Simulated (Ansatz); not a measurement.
The cluster Ti₂O₄⁻, relaxed as a doublet with UKS PBE-D4/def2-SVPD in Ansatz, starting from the GFN2-xTB geometry. Force threshold 0.02 eV/Å.

The structure holds 2 bond(s) between oxygen atoms. The charge -1 doublet is spin-contaminated (final ⟨S²⟩ up to 1.99, 0.75 for a pure state). The highest occupied level of the charge -1 doublet lies above zero (up to 0.27 eV). It is a level of β spin, whose loss leaves a triplet; that state wasn't run at this geometry and level. The electron is either unbound and held by the finite basis, or the level is raised by self-interaction error. The relaxation made no stability test and no search for a lower SCF solution. No other spin state of charge -1 was run. Another isomer (doublet) lies 11.43 eV lower at PBE0-D4/def2-TZVPD; other spin states weren't run for this one.

Start:

| atom | x (Å) | y (Å) | z (Å) |
| --- | --- | --- | --- |
| Ti1 | -1.125 | 0.145 | 0.747 |
| Ti2 | 1.123 | -0.144 | -0.748 |
| O3 | 2.108 | -0.259 | -2.189 |
| O4 | 0.742 | -0.073 | -2.603 |
| O5 | -0.742 | 0.064 | 2.603 |
| O6 | -2.106 | 0.267 | 2.190 |

Problem. Estimate the energy that the relaxation releases and the steps that it takes.

Solution. 0.56 eV, in 6 steps; 21 s on 4 threads of Arm Neoverse V2 on a shared host. No frequencies were taken in this run, so the end may be a saddle point.

Problem. Does the start keep its bonding and symmetry?

Solution. By distances, no bond broke or formed. The bond that changes most is Ti2–O3, from 1.75 to 1.91 Å (atoms count from 1). Point group C2h at the start, C2h at the end, both within 0.05 Å; within 0.015 Å the end is Cs.

Problem. Predict the relaxed structure.

Solution. 
Cartesian coordinates in Å:
```
Ti -1.1080 0.1377 0.8653
Ti 1.0770 -0.1381 -0.8696
O 2.2650 -0.2780 -2.3537
O 0.8409 -0.0839 -2.6761
O -0.8244 0.0766 2.6618
O -2.2505 0.2856 2.3724
```
Bond lengths (bridged metal pairs left out): 4 × O–Ti 1.82 to 1.91 Å; 2 × O–O 1.47 Å; 1 × Ti–Ti 2.80 Å.
